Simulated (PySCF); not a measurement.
Species: (OH)3Si-NH-SiH3.
Structure used (PBE0-D3(BJ)/def2-SVP), in Å, numbered top down from 1:
```xyz
13
H7NO3Si2 angstrom
Si     0.197   -0.789   -0.662
O     -0.743   -1.518    0.494
O     -0.671   -0.906   -2.063
O      1.650   -1.503   -0.974
N      0.541    0.789   -0.080
Si    -0.291    1.605    1.213
H     -0.371   -1.573    1.379
H     -1.623   -0.809   -1.980
H      1.614   -2.213   -1.622
H      1.328    1.275   -0.500
H     -0.141    0.895    2.525
H      0.298    2.970    1.345
H     -1.758    1.726    0.948
```

The closed-shell ground state was solved at several levels (PySCF, density fitting, gas phase, non-relativistic).

```csv
level,basis functions,total energy (Eh),HOMO (eV),LUMO (eV),gap (eV),dipole (D)
CAM-B3LYP/def2-SVPD,193,-863.3755,-9.19,0.40,9.59,0.34
KT2/pcSseg-1,151,-872.9151,-6.35,-0.84,5.51,0.16
```

Q: What might PBE0/pcSseg-1 (151 basis functions) give for the same quantities?

A: Total energy -863.2241 Eh, HOMO -7.72 eV, LUMO 0.22 eV, gap 7.94 eV, dipole 0.25 D.

Q: Over all these levels, which gives the widest orbital gap and which the narrowest?

A: CAM-B3LYP/def2-SVPD (range-separated hybrid) has the widest, 9.59 eV, and KT2/pcSseg-1 (GGA) the narrowest, 5.51 eV. Functional and basis both differ between the two, so the spread mixes both effects.

Q: How far do the dipole and the HOMO energy spread over the levels?

A: The dipole runs from 0.16 to 0.34 D (mean 0.25 D) and the HOMO from -9.19 to -6.35 eV.

One conformer stands for the species.
